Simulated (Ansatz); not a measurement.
Reaction (cleavage of the Si–Si bond): `[SiH3][SiH2]OBCl` + `[CH3][Ga]([CH3])[OH]` → `[CH3][Ga]([CH3])[O][SiH3]` + `[SiH3]OBCl`

Gas-phase electronic energies from Ansatz, PBE0-D4/def2-TZVP geometries. CCSD(T)/CBS adds triple-zeta CCSD(T) − MP2 to the extrapolated MP2 energy (def2 sets, frozen cores). This one scheme is used for every species. Functionals use def2-TZVPP. For Ga outer-core shells are correlated without core-valence functions, which leaves a few kJ/mol of doubt a bond. Scalar relativity is left out up to krypton. One conformer a species, not always the lowest.

`[SiH3][SiH2]OBCl`:

```xyz
11

Si   -0.434   -0.545   -1.617
Si    1.191   -0.310    0.058
O     0.585    0.424    1.428
B    -0.627    0.893    1.738
Cl   -0.892    1.614    3.318
H     0.210   -1.208   -2.784
H    -1.564   -1.388   -1.145
H    -0.956    0.781   -2.041
H     2.323    0.528   -0.414
H     1.718   -1.634    0.476
H    -1.554    0.847    0.983
```

`[CH3][Ga]([CH3])[OH]`:

Z-matrix (Å, degrees):
```
C
Ga 1 1.957
H 1 1.093 2 110.7
H 1 1.090 2 110.3 3 -120.4
H 1 1.093 2 110.9 3 119.0
C 2 1.967 1 129.2 3 -60.2
O 2 1.800 1 112.8 3 119.6
H 6 1.091 2 112.0 1 -175.4
H 6 1.093 2 110.1 1 64.0
H 6 1.093 2 110.5 1 -54.2
H 7 0.959 2 114.3 1 -180.0
```

`[CH3][Ga]([CH3])[O][SiH3]`:

```xyz
14

C     0.254    0.590    1.890
Ga    0.087    0.679   -0.060
C     0.196    2.145   -1.347
O    -0.222   -0.904   -0.865
Si   -0.412   -2.471   -0.488
H     0.427    1.571    2.335
H    -0.654    0.163    2.321
H     1.082   -0.070    2.162
H    -0.646    2.089   -2.040
H     1.111    2.043   -1.937
H     0.201    3.124   -0.867
H     0.652   -3.295   -1.127
H    -0.342   -2.700    0.987
H    -1.734   -2.964   -0.964
```

`[SiH3]OBCl`:

```xyz
8

Si    0.089    1.011    0.658
O     0.170    0.148   -0.767
B    -0.042   -1.137   -1.060
Cl   -0.509   -2.286    0.204
H     1.062    0.463    1.631
H     0.440    2.404    0.303
H    -1.287    0.946    1.204
H     0.076   -1.547   -2.172
```

Task: Is it downhill or uphill in electronic energy at CCSD(T)/CBS, and by how much? (Best estimate.)

Result: Computed: Downhill: ΔE = -1.17 eV.

Task: What do these levels give: r2SCAN-D4, ωB97M-V, MP2/def2-TZVPP, CCSD/def2-TZVPP, MP2/CBS(def2), CCSD/CBS(def2)? (An estimate is asked.)

Result: The calculation gave: r2SCAN-D4 -1.09, ωB97M-V -1.19, MP2/def2-TZVPP -1.26, CCSD/def2-TZVPP -1.21, MP2/CBS(def2) -1.26, CCSD/CBS(def2) -1.21 eV.

Largest T1 diagnostic among the species: 0.013.

From PBE to PBE0 (25 % exact exchange), in def2-TZVPP and without D4, ΔE moves by −0.11 eV. In def2-TZVPP, CCSD(T) changes the Hartree–Fock value by +0.30 eV (the triples alone add +0.04 eV) and MP2 by +0.21 eV.
